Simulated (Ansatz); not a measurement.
CH₄BFOSi (`O=CB(F)[SiH3]`). Total charge 0; spin multiplicity 1.

```xyz
9

O    -1.8303   -1.0789   -0.5052
C    -0.6948   -1.4650   -0.6573
B     0.5480   -0.5244   -0.2555
F     1.7503   -1.0019   -0.5209
Si    0.2498    1.2984    0.5991
H    -0.5100   -2.4790   -1.0847
H     1.5421    1.9538    0.9323
H    -0.5511    1.1352    1.8413
H    -0.5041    2.1618   -0.3490
```

Problem. List the harmonic frequencies (cm⁻¹, unscaled) at PBE0-D4/def2-TZVP in Ansatz. (An estimate is asked.)

Solution. Computed: 37, 78, 112, 275, 301, 444, 496, 556, 603, 873, 915, 927, 945, 1072, 1312, 1407, 1784, 2221, 2229, 2233, 2856.

Problem. Is this a minimum?

Solution. Yes, all 21 modes are real.

Problem. Give the ideal-gas thermochemistry at 298.15 K and 1 bar (rigid rotor, harmonic oscillator; point group C1, symmetry number 1).

Solution. Zero-point energy 129.6 kJ/mol; H(298) − E = 150.9 kJ/mol; entropy 356.0 J/(mol·K), of which translation 165.0, rotation 112.9, vibration 78.1; G(298) − E = 44.7 kJ/mol. Modes under 100 cm⁻¹ are hindered rotations or soft bends, so the harmonic entropy is rough.

Problem. Rotational constants (cm⁻¹)?

Solution. 0.1461, 0.1007, 0.06088.
